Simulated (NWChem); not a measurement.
## Basis-set convergence for H₃NOSi

```xyz
6

Si    -0.0807    -0.6500     0.0000
O     -1.3223     0.4738     0.0000
H     -1.1346     1.4194     0.0000
N      1.3188     0.3646     0.0000
H      1.3623     1.3811     0.0000
H      2.2490    -0.0426     0.0000
```
Charge 0, spin multiplicity 1.

All runs are NWChem calculations. The geometry was optimised at PBE0/def2-SVP, a minimum by its harmonic frequencies. It is one conformer; others weren't searched.

Quantity: vertical ionisation energy at the level ΔCCSD(T) (Δ: difference of total energies, the cation a doublet at the parent's geometry with its hole in an orbital of symmetry a' (Cs labels); it is the state that the SCF runs reached, from PBE0 orbitals for Hartree-Fock references, and need not be the lowest).

The correlated methods keep 7 core orbitals frozen. The Pople sets run with spherical d functions. The structure started from a generated list of species. No SCF solution was tested for a lower state. Open-shell Hartree-Fock references start from PBE0 orbitals; any time given for them includes that run.

Relative cost: rough, from shared machines, SCF included, 6-31G* = 1.

```
basis      functions  vertical ionisation energy (eV)  relative cost
---------  ---------  -------------------------------  -------------
6-31G*            52                             8.88              1
pcseg-1           61                             9.04        under 3
6-311G**          80                             9.05              3
def2-SVPD         91                             9.20              5
```

Smallest basis within 0.2 eV of def2-SVPD, the largest set run: pcseg-1, with 61 functions against 91 and about 30 % of the time (also within reach: 6-311G**). def2-SVPD isn't the basis-set limit itself, and a small set can land close by cancellation.
